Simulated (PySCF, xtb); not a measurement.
CH3ClF2OSn, SMILES C[O][Sn]([F])([F])[Cl].

xtb with GFN2-xTB at its own geometry gives an orbital gap of 2.41 eV and a dipole moment of 3.12 D.

The structure is a stationary point at PBE0-D3(BJ)/def2-SVP. The structure was generated by enumeration; whether it is a known compound was not checked. The def2 effective core potentials stand for the cores of Sn; spin–orbit coupling is left out. One conformer was computed; it need not be the lowest.

Problem. What does r2SCAN/def2-TZVP (PySCF) give? (The exact figures need the calculation; the answer reports its results.)

Solution. gap 3.85 eV (levels -7.69 and -3.85 eV), dipole 1.95 D.
